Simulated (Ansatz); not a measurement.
Total energies of the cluster Ti2Se4 from Ansatz at PBE0-D4/def2-TZVPD, gas phase (1 Eh = 27.2114 eV = 2625.5 kJ/mol). The reference geometry is relaxed at PBE0-D4/def2-SVP.

```xyz
6

Ti   -0.845    0.589    0.123
Ti    1.513    0.216    0.010
Se    0.532    0.924    2.069
Se    0.461    1.596   -1.631
Se    0.357   -1.878   -0.348
Se   -2.017   -1.447   -0.224
```

```csv
state,geometry,energy (Eh)
charge 0 singlet,reference,-11303.87336
charge -1 doublet,reference,-11303.95267
charge -1 doublet,relaxed at PBE0-D4/def2-SVPD,-11303.99745
free Ti atom (triplet),–,-849.14320
free Se atom (triplet),–,-2401.20542
```

Problem. Work out the vertical electron affinity, to the doublet.

Solution. E(charge 0 singlet) − E(charge -1 doublet) = -11303.87336 − (-11303.95267) = 0.07931 Eh = 2.16 eV.

Problem. How much does the charge -1 doublet relax, and what is the adiabatic electron affinity?

Solution. Relaxation: -11303.95267 − (-11303.99745) = 0.04478 Eh = 1.22 eV. Adiabatic electron affinity: 0.12409 Eh = 3.38 eV, without zero-point energy. Bonds change on the way (1 lost, 0 formed), so the relaxed form is another species. 

Problem. What is the binding energy per atom against free atoms?

Solution. Atoms: 2 × (-849.14320) + 4 × (-2401.20542) = -11303.10808 Eh. Binding: -11303.10808 − (-11303.87336) = 0.76528 Eh = 20.82 eV, or 3.47 eV for each of 6 atoms (no zero-point energy, no counterpoise term).

At PBE0-D4/def2-TZVPD the charge -1 doublet is spin-contaminated (final ⟨S²⟩ up to 1.03, 0.75 for a pure state). 

The structure comes from a short search, and lower isomers may exist.
